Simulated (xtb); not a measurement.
ClFH₅NSi₂, SMILES [Si@@H](Cl)(N)[SiH2]F. All values are semi-empirical tight-binding results from xtb (GFN2-xTB unless named), good for trends rather than for accurate numbers. Coordinates come from a GFN2-xTB optimisation. The structure was generated by enumeration; whether it is a known compound was not checked. Other conformers were not sampled.

The geometry has at least one imaginary mode, so it is a saddle point at that level.

The orbital gap comes out as 4.27 eV. The dipole moment comes out as 1.18 D. The static polarisability (D4 model) comes out as 81.4 bohr³, the solvation energy, GFN2-xTB/ALPB(water) is -3.8 kcal/mol and the solvation energy, GFN2-xTB/ALPB(ch2cl2) comes out as -4.4 kcal/mol.
